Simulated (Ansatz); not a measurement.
Reaction (ligand exchange at the Sn–N bond): `[OH][Sn][N]([SiH3])[SiH3]` + HBr → `[OH][Sn][Br]` + `[SiH3]N[SiH3]`

Computed with Ansatz on PBE0-D4/def2-TZVP structures; ΔE is electronic, products minus reactants. CCSD(T)/CBS adds triple-zeta CCSD(T) − MP2 to the extrapolated MP2 energy (def2 sets, frozen cores). This one scheme is used for every species. DFT in def2-TZVPP. B3LYP here is the variant with VWN-RPA as its local correlation; programs differ in this. HSE06 is defined as in plane-wave codes. Elements past krypton have def2 core potentials. For Br, Sn outer-core shells are correlated without core-valence functions, which leaves a few kJ/mol of doubt a bond. Scalar relativity is left out up to krypton. Each species was taken in one conformer, which may not be the lowest.

```csv
level,ΔE (kJ/mol),difference from CCSD(T)/CBS
LDA (SPW92),-79.8,2.0
PBE-D4,-85.2,-3.4
revPBE-D4,-81.6,0.2
BLYP-D4,-83.6,-1.8
r2SCAN-D4,-90.3,-8.5
B97M-V,-88.7,-6.9
PBE0-D4,-90.2,-8.4
B3LYP-D4,-88.8,-7.0
r2SCANh-D4,-91.8,-10.0
r2SCAN0-D4,-94.1,-12.3
HSE06-D4,-90.8,-9.0
BHLYP-D4,-92.8,-11.0
CAM-B3LYP-D4,-89.4,-7.6
ωB97X-V,-89.1,-7.3
ωB97M-V,-88.0,-6.2
B2PLYP,-92.6,-10.8
PBE-QIDH,-89.0,-7.2
revPBE,-101.4,-19.6
BLYP,-103.1,-21.3
r2SCAN,-92.9,-11.1
PBE0,-98.9,-17.1
B3LYP,-104.5,-22.7
r2SCANh,-94.7,-12.9
r2SCAN0,-97.2,-15.4
HSE06,-99.2,-17.4
BHLYP,-107.8,-26.0
CAM-B3LYP,-98.7,-16.9
LC-ωPBE,-92.9,-11.1
RPA@PBE/def2-TZVPP,-71.2,10.6
MP2/def2-SVP,-73.9,7.9
CCSD/def2-SVP,-77.8,4.0
HF/def2-TZVPP,-119.1,-37.3
SCS-MP2/def2-TZVPP,-78.8,3.0
CCSD/def2-TZVPP,-81.4,0.4
CCSD(T)/def2-TZVPP,-75.0,6.8
HF/def2-QZVPP,-118.9,-37.1
SCS-MP2/def2-QZVPP,-82.5,-0.7
HF/CBS(def2),-118.9,-37.1
MP2/CBS(def2),-81.3,0.5
CCSD/CBS(def2),-88.2,-6.4
CCSD(T)/CBS,-81.8,0
```

Largest T1 diagnostic among the species: 0.016.

In def2-TZVPP, CCSD(T) changes the Hartree–Fock value by +44.1 kJ/mol (the triples alone add +6.4 kJ/mol) and MP2 by +44.6 kJ/mol. The D4 term adds +15.8 kJ/mol with B3LYP and +8.7 kJ/mol with PBE0; it sums over pairs of atoms, weighted by their polarisabilities, and B3LYP, whose exchange is more repulsive, gets the larger term.

CCSD(T)/CBS has its own doubt, a few kJ/mol and more with outer-core shells, so smaller differences from it don't rank the levels.
